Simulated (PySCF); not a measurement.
C2H8OSi3, SMILES C1=C[Si@@H]([Si@H]1O)[SiH3].

Geometry optimised at B3LYP-D3(BJ)/def2-SVP. The structure was generated by enumeration; whether it is a known compound was not checked. The values are those of a single conformer.

The numbers are results of TDA-PBE/def2-SVPD in PySCF 2.14.0, not measurements.

Vertical excitations. Gas-phase values at a fixed geometry.

Computed excitation energies, oscillator strengths and character:
| state | energy (eV) | λ (nm) | f | main pairs |
|---|---|---|---|---|
| S1 | 4.23 | 293 | 0.000 | HOMO→LUMO 98 % |
| S2 | 5.00 | 248 | 0.003 | HOMO−1→LUMO 80 % |
| S3 | 5.35 | 232 | 0.006 | HOMO→LUMO+2 40 %, HOMO→LUMO+1 35 %, HOMO−2→LUMO 16 % |
| S4 | 5.43 | 228 | 0.010 | HOMO−2→LUMO 53 %, HOMO→LUMO+2 22 %, HOMO−3→LUMO 14 % |
| S5 | 5.57 | 222 | 0.106 | HOMO→LUMO+1 36 %, HOMO→LUMO+2 27 %, HOMO→LUMO+3 8 %, HOMO−3→LUMO 7 % |
| S6 | 5.86 | 211 | 0.003 | HOMO→LUMO+3 63 %, HOMO−1→LUMO+1 27 % |
| S7 | 5.93 | 209 | 0.008 | HOMO−1→LUMO+2 50 %, HOMO−2→LUMO+1 32 %, HOMO−2→LUMO+2 8 % |
| S8 | 5.98 | 207 | 0.002 | HOMO→LUMO+4 36 %, HOMO−1→LUMO+1 27 %, HOMO−2→LUMO+1 19 %, HOMO→LUMO+3 7 % |
| S9 | 6.02 | 206 | 0.001 | HOMO−2→LUMO+1 34 %, HOMO→LUMO+4 25 %, HOMO−2→LUMO+2 12 %, HOMO−4→LUMO 11 % |
| S10 | 6.10 | 203 | 0.016 | HOMO−4→LUMO 34 %, HOMO→LUMO+4 18 %, HOMO−3→LUMO 17 %, HOMO−1→LUMO+2 10 % |
| T1 | 3.92 | 316 | 0 | HOMO→LUMO 80 % |
| T2 | 4.28 | 290 | 0 | HOMO−1→LUMO 39 %, HOMO−2→LUMO 33 %, HOMO→LUMO 19 % |
| T3 | 4.58 | 271 | 0 | HOMO−2→LUMO 51 %, HOMO−1→LUMO 46 % |
| T4 | 4.75 | 261 | 0 | HOMO→LUMO+1 95 % |
Triplets are in the Tamm–Dancoff approximation.
